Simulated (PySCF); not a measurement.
# Electronic absorption of C3H6N2O2Si

Species: C3H6N2O2Si.
SMILES: `C[SiH2]Oc1ncon1`

Method: PySCF 2.14.0, density-fitted response routines, TDDFT wB97X-D/def2-SVPD, vertical, gas phase, core orbitals frozen in the response. Isolated species at its GFN2-xTB geometry (one conformer only). Torsions of this conformer, `[CH3:1][SiH2:2][O:3][c:4]1[n:5][cH:6][o:7][n:8]1`: C1–Si2–O3–C4 178°, Si2–O3–C4–N5 1°.

**Question.** Predict the UV-vis stick spectrum at this level.

**Answer.** 

| state | E (eV) | ν̃ (cm⁻¹) | f | main configurations (H = HOMO, L = LUMO) |
| --- | --- | --- | --- | --- |
| S1 | 6.32 | 51000 | 0.0057 | H-1→L (91%) |
| S2 | 6.50 | 52440 | 0.074 | H→L (94%) |
| S3 | 7.38 | 59560 | 0.0008 | H-5→L (84%) |
| S4 | 7.61 | 61350 | 0.0034 | H→L+2 (73%), H→L+1 (13%) |
| S5 | 7.76 | 62610 | 0.044 | H-3→L (65%), H→L+5 (17%), H-4→L (11%) |
| S6 | 8.19 | 66050 | 0.0055 | H→L+1 (39%), H→L+2 (14%), H→L+3 (14%) |
| S7 | 8.42 | 67880 | 0.509 | H→L+5 (67%), H-3→L (18%) |
| S8 | 8.45 | 68150 | 0.011 | H-2→L+1 (30%), H-1→L+2 (19%), H-2→L+2 (18%) |

Triplets, Tamm–Dancoff:

| state | E (eV) | λ (nm) | main configurations (H = HOMO, L = LUMO) |
| --- | --- | --- | --- |
| T1 | 4.58 | 270.9 | H→L (84%) |
| T2 | 5.83 | 212.7 | H-1→L (88%) |
| T3 | 5.98 | 207.2 | H-3→L (71%), H-4→L (17%) |

The lowest singlet comes at 196 nm (610 kJ/mol) in the vacuum ultraviolet; it is weak; its leading configuration is HOMO-1→LUMO (91%). The strongest level in the table is S7 at 8.42 eV (147 nm, f = 0.509). Löwdin shares by element: HOMO nitrogen 35% or more, oxygen 34%, carbon 13% or more (atoms not listed hold the other 18%); LUMO carbon 32% or more, nitrogen 32%, oxygen 19% or more (atoms not listed hold the other 18%). Orbital energies (eV): HOMO-3 -11.43, HOMO-2 -11.32, HOMO-1 -10.72, HOMO -9.74, LUMO 1.03, LUMO+1 2.05, LUMO+2 2.11. Weighted by f, the mean energy of these states is 8.13 eV. The oscillator strengths of these states sum to 0.653; summed over the whole spectrum of an exact calculation they would give the number of electrons, 68 (Thomas–Reiche–Kuhn). Only the lowest 8 singlets were computed, as vertical energies without vibronic structure.

Hardware: one thread, Arm Neoverse N1 (aarch64), shared host. Cost: 97 s of wall time (with the writing of density and orbital grids), 0.89 GiB resident at most.
